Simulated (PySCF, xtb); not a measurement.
GeCl₂, SMILES [Cl][Ge][Cl] (connectivity only; charge and spin as stated), neutral, multiplicity 1.

Harmonic wavenumbers (cm⁻¹) from xtb 6.7.1 with GFN2-xTB at its own minimum, in rising order: 148, 322, 365.

What does PySCF 2.14.0 with PBE-D3(BJ)/def2-TZVP give at its own minimum? (Estimate from the structure and the level; the computed values follow.)

147, 370, 389. Paired by order, the mean absolute difference is 25 cm⁻¹ and the zero-point energies are 1.2 and 1.3 kcal/mol.
